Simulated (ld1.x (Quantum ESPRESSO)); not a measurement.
Values are calculated unless marked as measured or tabulated.
Potentials for nitrogen compared

Generated with ld1.x 7.5 (TM, RRKJ, ultrasoft, PAW), atompaw 4.2 or ONCVPSP 4.0.1. The cutoff is in Ry: for ld1.x and atompaw files where the sum of valence levels is converged to 10 mRy in a Bessel basis, for ONCV files where the hardest occupied wave has 1 mHa per electron of residual kinetic energy. The error is the largest all-electron minus pseudo excitation energy over each file’s own four to seven test configurations (ionisations up to +4, promotions, holes and added fractions of an electron), all of which were solved. The labels leave out finer settings (local radius, basis sizes, second energies), which also bear on the numbers. Spin-polarised tests are not counted. The rows are a selection from randomly drawn settings: files with unsolved tests, undetermined cutoffs or missed reference levels are left out.

```tsv
potential	cutoff (Ry)	largest error (meV)	bound ghosts
TM, LDA (PZ), scalar-relativistic, rc 1.10/1.70 (sp), local s, core correction yes, reference 2s2 2p2.5	50	+1597	none
RRKJ, LDA (PZ), scalar-relativistic, rc 1.05/1.20 (sp), local p, core correction no, reference 2s2 2p1.5	80	+605	none
ultrasoft, PBE, fully relativistic, rc 1.20/1.20/0.95 (spd), local smoothed, core correction yes, reference 2s2 2p3	45	+42	none
TM semilocal, PBE, scalar-relativistic, rc 0.70/2.40/2.50 (spd), local s, core correction no, reference 2s2 2p3	140	+4857	none
PAW, PBE, non-relativistic, rc 0.95/1.80 (sp), local smoothed, core correction yes, reference 2s2 2p2.5	30	-24	none
TM semilocal, PBEsol, non-relativistic, rc 1.10/1.70/1.60 (spd), local p, core correction no, reference 2s2 2p3	50	+1564	none
ultrasoft, LDA (PZ), non-relativistic, rc 0.95/1.50 (sp), local smoothed, core correction yes, reference 2s2 2p3	30	-112	none
TM, PBE, scalar-relativistic, rc 1.05/1.35/1.05 (spd), local s, core correction yes, reference 2s2 2p3	70	+422	none
```

Question: Fill in the row for N: TM, LDA (PZ), scalar-relativistic, rc 0.95/1.35/1.20 (spd), local d, core correction yes, reference 2s2 2p3.

Answer: cutoff 70 Ry, largest error +484 meV, bound ghosts: none.
